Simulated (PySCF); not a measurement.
Compound: C4H3NO2.
Numbering: `[N:1]#[C:2][C@@H:3]1[O:4][CH2:5][C:6]1=[O:7]`

Geometry (GFN2-xTB, Å), atoms numbered from 1 in this order:
```xyz
10
C4H3NO2 angstrom
N      2.9010    0.2907    0.3645
C      1.8655    0.1769   -0.1032
C      0.5373    0.0362   -0.6522
O     -0.3291    1.1500   -0.3882
C     -1.2267    0.3745    0.4108
C     -0.4039   -0.8638    0.1627
O     -0.4421   -2.0160    0.4437
H      0.6002   -0.2072   -1.7202
H     -2.2424    0.3580    0.0062
H     -1.2510    0.7054    1.4534
```

NICS = −σ at a ghost point: NICS(0) at the centroid of the ring atoms, NICS(1) 1 Å to either side along the normal of their mean plane, zz for the tensor component along that normal. Level: GIAO PBE0/pcSseg-1 (PySCF, non-relativistic, gas phase) on the GFN2-xTB geometry, one conformer.

Ring bond lengths (Å), with Mayer bond orders in brackets: C3–O4 1.436 (0.94), O4–C5 1.430 (0.92), C5–C6 1.507 (0.96), C6–C3 1.536 (0.90).

Problem. What do the NICS probes read (ppm)?

Solution. 
| ring | type | NICS(0) | NICS(1), two faces | NICS(1)zz, two faces | rms pucker (Å) | centre to ring atoms, mean (Å) |
| --- | --- | --- | --- | --- | --- | --- |
| C3–O4–C5–C6 | 4-membered ring with O; formal bonds all single | 5.8 | 0.3 / 0.6 | -0.3 / 2.0 | 0.01 | 1.04 |

Problem. What do they say, and how far can they be read as aromaticity?

Solution. 
- C3–O4–C5–C6: mean NICS(1)zz 0.9 ppm, near zero. C3, C5 have four or more neighbours; no verdict on aromaticity is drawn. NICS(0) lies 5 ppm above the mean NICS(1).

Problem. What field does 14.1 T along the ring normal induce along that normal at the second NICS(1) probe listed for ring C3–O4–C5–C6, 1 Å off the ring?

Solution. NICSzz × B0 = 2.0 ppm × 14.1 T = 28 μT, along the applied field.

The run took 15 s wall on an Arm Neoverse V1 with one thread, no GPU, on a shared host, and the process peaked at 0.63 GiB of memory. This is the whole shielding run at PBE0/pcSseg-1, SCF included.
